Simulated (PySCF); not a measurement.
Cu(H) cation (CuH), SMILES [CuH] (connectivity only; charge and spin as stated), charge +1, multiplicity 2.

Coordinates come from a r2SCAN-D4/def2-TZVPD optimisation. The spin state was assumed, not searched.

Two levels are set side by side: PBE/def2-TZVPD (PySCF) and CAM-B3LYP/def2-TZVPD (PySCF). Same geometry, gas phase. Differences are taken from unrounded values.

| quantity | CAM-B3LYP |
|---|---|
| α-spin orbital gap (eV) | 9.61 |
| β-spin orbital gap (eV) | 8.16 |
| mean polarisability (bohr³) | 13.7 |

Problem. What does PBE give, and how far is it from CAM-B3LYP? (The exact figures need the calculation; the answer reports its results.)

Solution. 
```
quantity                      PBE  PBE minus CAM-B3LYP
---------------------------  ----  -------------------
α-spin orbital gap (eV)      4.64                -4.97
β-spin orbital gap (eV)      1.51                -6.65
mean polarisability (bohr³)  14.2                  0.5
```

PBE's more diffuse valence density responds more strongly to a field. Differences between two approximate levels are no errors against the true value.

Rough cost on one machine, each run with all the roots and properties that it gave: CAM-B3LYP against PBE within a factor of 2.
